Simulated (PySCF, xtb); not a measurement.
TiF₃, SMILES [F][Ti+]([F])[F], charge +1, multiplicity 1.

GFN2-xTB (xtb) at its own geometry gives an orbital gap of 3.82 eV.

The structure is a stationary point at PBE0-D3(BJ)/def2-SVP. The spin state was assumed, not searched. The isomer is the one that the SMILES or the coordinates give; other isomers of the formula were not compared.

**Question.** What does B3LYP/def2-TZVPD in PySCF give? (An estimate is asked for; the answer gives what the named calculation found.)

**Answer.** gap 7.42 eV (levels -18.92 and -11.49 eV).
